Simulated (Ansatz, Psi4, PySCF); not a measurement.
CH4BrGaO (SMILES [CH3][Ga]([OH])[Br]), singlet, at a GFN2-xTB geometry (such geometries of metal compounds can be far from the true shape), atoms displaced at random by about 0.03 Å a coordinate. Base run: PySCF with HF/STO-3G, gradient.

Input for PySCF:
```python
from pyscf import gto, scf

mol = gto.M(
    atom='''
Ga    0.57500587    0.53042199   -0.00840653
Br   -1.09338605   -1.06692632    0.10234915
C     0.48168238    2.16746714   -1.15512476
H     1.27426588    2.11004097   -1.96182967
H     0.74492363    3.06918497   -0.51024982
H    -0.48090200    2.32196034   -1.64872307
O     1.92967303    0.24156929    1.01223214
H     2.25713342   -0.38622468    1.54345353
''',
    basis='sto-3g',
    verbose=4,
)

mf = scf.RHF(mol)
mf.kernel()
g = mf.nuc_grad_method()
grad = g.kernel()
```

Programs used: Ansatz (a program for electronic structure), Psi4, PySCF; a row that names a program was run with it.

The coordinate followed is x of atom 3.

The base run was repeated with changes; each row names its change, and settings that it needs were set with it.

| change | dE/dx (Eh/bohr) | net force (Eh/bohr) |
|---|---|---|
| base | -0.037759 | 0.000000 |
| finite difference step (bohr) = 0.05; conv_tol = 1e-11 | -0.038007 | - |
| density fitting = on; auxbasis_response = off | -0.037830 | 0.002675 |
| finite difference step (bohr) = 0.2; conv_tol = 1e-11 | [?] | - |
| conv_tol = 1e-11 | -0.037759 | 0.000000 |
| conv_tol = 1e-4 | -0.037829 | 0.000000 |
| code = ansatz | -0.037758 | 0.000000 |
| density fitting = on | -0.037761 | 0.000000 |
| finite difference step (bohr) = 1e-4; conv_tol = 1e-11 | -0.037759 | - |
| code = psi4 | -0.037762 | 0.000000 |
| finite difference step (bohr) = 1e-3; conv_tol = 1e-11 | -0.037759 | - |
| finite difference step (bohr) = 0.01; conv_tol = 1e-11 | -0.037769 | - |

Q: What belongs in the gaps?

A: 
- finite difference step (bohr) = 0.2; conv_tol = 1e-11, dE/dx (Eh/bohr): -0.041754

The net force is zero for an exact gradient.
